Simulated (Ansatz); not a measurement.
Relaxation of C$_{2}$H$_{9}$NOSi$_{2}$ (15 atoms, charge 0, multiplicity 1), to a largest force component of 0.015 eV/Å in at most 40 steps.

Method: Ansatz 0.2.0, RKS LDA/def2-SVP.

```xyz
15
Properties=species:S:1:pos:R:3:forces:R:3
N 0.831 -1.591 -1.631 -3.05 0.87 1.91
C 0.345 -0.866 -0.443 1.37 -2.80 -0.17
O -0.390 -1.735 0.418 1.19 0.72 0.34
C 1.363 0.075 0.217 -5.25 -1.26 1.99
Si -0.216 0.885 -0.582 0.24 0.30 0.67
Si -1.631 1.727 0.993 -1.11 -0.15 -0.14
H 1.796 -1.558 -1.724 2.93 0.15 -0.21
H 0.394 -1.179 -2.435 -0.37 0.02 -1.07
H 0.266 -2.268 0.985 -0.82 0.95 -1.06
H 2.217 0.325 -0.252 3.79 0.87 -1.96
H 1.304 0.116 1.321 0.29 -0.10 -0.03
H 0.291 1.768 -1.655 -0.10 0.05 -0.55
H -2.908 2.297 0.350 0.41 -0.14 0.17
H -2.085 0.703 2.007 0.14 -0.10 -0.18
H -0.992 2.803 1.761 0.33 0.61 0.30
```

Q: Where does it end, and by what steps?

A: The forces met the threshold. After 13 steps the energy has fallen by 0.828 eV; H15 moved furthest, 0.57 Å.

```tsv
step	energy less start (eV)	largest force component (eV/Å)	accepted
0	0.0000	5.251	yes
1	-0.6175	1.540	yes
2	-0.7257	0.486	yes
3	-0.7687	0.349	yes
4	-0.7954	0.595	yes
5	-0.8206	0.111	yes
6	-0.8243	0.116	yes
7	-0.8266	0.053	yes
8	-0.8273	0.024	yes
9	-0.8278	0.016	yes
10	-0.8280	0.019	yes
11	-0.8282	0.023	yes
12	-0.8282	0.017	yes
13	-0.8283	0.008	yes
```

```xyz
15
Properties=species:S:1:pos:R:3
N 0.929 -1.536 -1.549
C 0.387 -0.844 -0.446
O -0.474 -1.619 0.306
C 1.349 0.033 0.317
Si -0.079 1.019 -0.441
Si -1.641 1.847 1.037
H 1.798 -1.133 -1.912
H 0.256 -1.685 -2.311
H 0.027 -2.443 0.505
H 2.372 0.171 -0.085
H 1.320 -0.116 1.413
H 0.326 1.783 -1.670
H -3.016 1.901 0.421
H -1.665 0.896 2.204
H -1.305 3.230 1.541
```

Time of the run: 57 s on 2 threads of Arm Neoverse N1, with other jobs on the host, peak memory 0.18 GiB.
